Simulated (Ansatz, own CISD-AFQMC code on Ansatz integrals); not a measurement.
CH4S2, SMILES `CSS` (C–S–S–H torsion 88°) (charge 0, multiplicity 1).

Cartesian coordinates (Å):
```xyz
7

C     -0.9542     0.1256     0.2299
S      0.2097    -0.7794    -0.8066
S      1.9592     0.2198    -0.5085
H     -0.9763     1.1795    -0.0445
H     -0.7080     0.0137     1.2855
H     -1.9345    -0.3182     0.0395
H      2.4041    -0.4410     0.5797
```
Charge 0, multiplicity 1.

Frozen-core correlation energies in cc-pVDZ at a geometry from PBE0-D3(BJ)/def2-TZVP, on an HF energy of -835.25815 Ha (<S^2> = 0.00). Wave-function levels are from Ansatz, the walk from an own CISD-AFQMC code on Ansatz integrals (time step 0.005/Ha, trial state from CCSD amplitudes, largest double 0.05).

```
level    correlation energy (mHa)
-------  ------------------------
MP2                        -411.9
CCSD                       -457.2
CCSD(T)                    -470.4
```

### Question
What correlation energy does phaseless AFQMC give, and where does it lie among these levels?

### Answer
-472.3 ± 0.4 mHa (one standard error). AFQMC minus each level: MP2 -60.5 mHa, CCSD -15.2 mHa, CCSD(T) -2.0 mHa.
